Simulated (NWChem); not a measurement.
System: C$_{2}$H$_{6}$BeIN; SMILES C[N](C)[Be][I]

Here is an NWChem input.

```
start job
memory heap 200 mb stack 900 mb global 1100 mb
geometry units angstroms noautoz
  Be     0.000297     0.792455     0.000000
  I      0.000788    -1.389479     0.000000
  N     -0.000128     2.294338     0.000000
  C     -0.000125     3.088275     1.205489
  C     -0.000125     3.088275    -1.205489
  H     -0.890785     3.744065     1.265509
  H      0.891457     3.742720     1.266587
  H     -0.001192     2.449452     2.102874
  H      0.891457     3.742720    -1.266587
  H     -0.890785     3.744065    -1.265509
  H     -0.001192     2.449452    -2.102874
end
basis spherical
  * library def2-svpd
end
ecp
  I library def2-ecp
end
dft
  xc b3lyp
  iterations 150
  mulliken
end
task dft energy
```

NWChem printed, in part:

```
             Northwest Computational Chemistry Package (NWChem) 7.3.0
             --------------------------------------------------------

 C2V symmetry detected

                             Geometry "geometry" -> ""
                             -------------------------

 Output coordinates in angstroms (scale by  1.889725989 to convert to a.u.)

  No.       Tag          Charge          X              Y              Z
 ---- ---------------- ---------- -------------- -------------- --------------
    1 Be                   4.0000     0.00000000     0.00000000    -0.76172852
    2 I                   53.0000     0.00000000     0.00000000     1.42020553
    3 N                    7.0000     0.00000000     0.00000000    -2.26361158
    4 C                    6.0000     0.00000000     1.20548900    -3.05754856
    5 C                    6.0000     0.00000000    -1.20548900    -3.05754856
    6 H                    1.0000    -0.89112084     1.26604800    -3.71266595
    7 H                    1.0000     0.89112084     1.26604800    -3.71266595
    8 H                    1.0000     0.00000000     2.10287400    -2.41872580
    9 H                    1.0000     0.89112084    -1.26604800    -3.71266595
   10 H                    1.0000    -0.89112084    -1.26604800    -3.71266595
   11 H                    1.0000     0.00000000    -2.10287400    -2.41872580

 Effective nuclear repulsion energy (a.u.)     311.0511694418

      Symmetry information
      --------------------

 Group name             C2v
 Group number             16
 Group order               4
 No. of unique centers     6

                                 NWChem DFT Module
                                 -----------------

 Summary of "ao basis" -> "ao basis" (spherical)
 ------------------------------------------------------------------------------
       Tag                 Description            Shells   Functions and Types
 ---------------- ------------------------------  ------  ---------------------
 Be                        def2-svpd                 6       12   3s3p
 I                         def2-svpd                13       35   5s5p3d
 N                         def2-svpd                 8       20   4s2p2d
 C                         def2-svpd                 8       20   4s2p2d
 H                         def2-svpd                 4        8   2s2p

      Symmetry analysis of basis
      --------------------------

        a1         60
        a2         21
        b1         31
        b2         43

            General Information
            -------------------
          SCF calculation type: DFT
          Wavefunction type:  closed shell.
          No. of atoms     :    11
          No. of electrons :    54
           Alpha electrons :    27
            Beta electrons :    27
          Charge           :     0
          Spin multiplicity:     1
          Use of symmetry is: on ; symmetry adaption is: on
          Maximum number of iterations: 150
          AO basis - number of functions:   155
                     number of shells:    67
          Convergence on energy requested:  1.00D-06
          Convergence on density requested:  1.00D-05
          Convergence on gradient requested:  5.00D-04

              XC Information
              --------------
                         B3LYP Method XC Potential
                     Hartree-Fock (Exact) Exchange  0.200
                        Slater Exchange Functional  0.800 local
                    Becke 1988 Exchange Functional  0.720 non-local
              Lee-Yang-Parr Correlation Functional  0.810
                  VWN I RPA Correlation Functional  0.190 local

             Grid Information
             ----------------
          Grid used for XC integration:  medium
          Radial quadrature: Mura-Knowles
          Angular quadrature: Lebedev.
          Tag              B.-S. Rad. Rad. Pts. Rad. Cut. Ang. Pts.
          ---              ---------- --------- --------- ---------
          Be                  1.05       49          13.0       434
          I                   1.40      123          14.0       590
          N                   0.65       49          13.0       434
          C                   0.70       49          15.0       434
          H                   0.35       45          16.0       434
          Grid pruning is: on
          Number of quadrature shells:   360
          Spatial weights used:  Erf1

      Superposition of Atomic Density Guess
      -------------------------------------

 Sum of atomic energies:        -494.17069492

      Non-variational initial energy
      ------------------------------

 Total energy =    -446.207330
 1-e energy   =   -1110.178113
 2-e energy   =     464.405760
 HOMO         =      -0.278569
 LUMO         =      -0.004390

      Symmetry analysis of molecular orbitals - initial
      -------------------------------------------------

  Numbering of irreducible representations:

     1 a1          2 a2          3 b1          4 b2

  Orbital symmetries:

     1 a1          2 a1          3 b2          4 a1          5 a1
     6 b2          7 b1          8 a1          9 a1         10 b2
    11 b1         12 a1         13 a2         14 a1         15 b2
    16 a1         17 a1         18 a1         19 b1         20 b2
    21 a1         22 a2         23 b2         24 a1         25 b1
    26 b2         27 b1         28 a1         29 b2         30 a1
    31 b1         32 a1         33 b2         34 b1         35 a1
    36 b2         37 b2

     ---------------------------------------------
      Total Density - Mulliken Population Analysis
     ---------------------------------------------

[...]
```

Level: B3LYP/def2-SVPD with def2 effective core potentials on I. Geometry: optimised at PBE0/def2-SVP. No frequency run checked for a minimum. def2 effective core potentials on I; no spin-orbit coupling.
